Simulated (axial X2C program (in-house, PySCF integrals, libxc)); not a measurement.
## MoBr along the bond: B3LYP, with spin–orbit coupling

Computed with an in-house all-electron X2C program for linear molecules (integrals from PySCF). Two-component (2c) means X2C with spin–orbit coupling and atomic mean-field two-electron Coulomb and Gaunt terms. Basis: Mo dyall-cv3z [11s12p9d5f3g], Br dyall-cv3z [8s9p6d4f1g] (cores contracted in-house); Gaussian nuclei, density fitting, unrestricted open shells. Masses: Mo 97.905 u, Br 78.918 u.

State: Ω = 5/2 (⟨Sz⟩ = 2.50, ⟨Lz⟩ = 0.00 at B3LYP). Dipoles are positive if Br is the positive end.

Results along the bond:

```
R (Å)   μ (D)  HOMO (eV)  LUMO (eV)
2.123  -2.709      -5.22      -2.42
2.220  -3.182      -5.41      -2.44
2.294  -3.549      -5.54      -2.54
2.367  -3.921      -5.66      -2.70
2.440  -4.295      -5.77      -2.85
2.525  -4.732      -5.88      -3.02
2.611  -5.163      -5.98      -3.18
2.721  -5.703      -6.07      -3.38
2.855  -6.329      -6.16      -3.60
3.050  -7.143      -6.19      -3.88
```

The state is one determinant whose occupation by symmetry is held fixed; it was picked as the lowest of a PBE0 search that is not exhaustive. Density functionals use the spin component along the axis (collinear). With several unpaired electrons one determinant need not be a pure state. This is the top spin component of a Σ state; components of lower Ω are not single determinants and can lie lower.
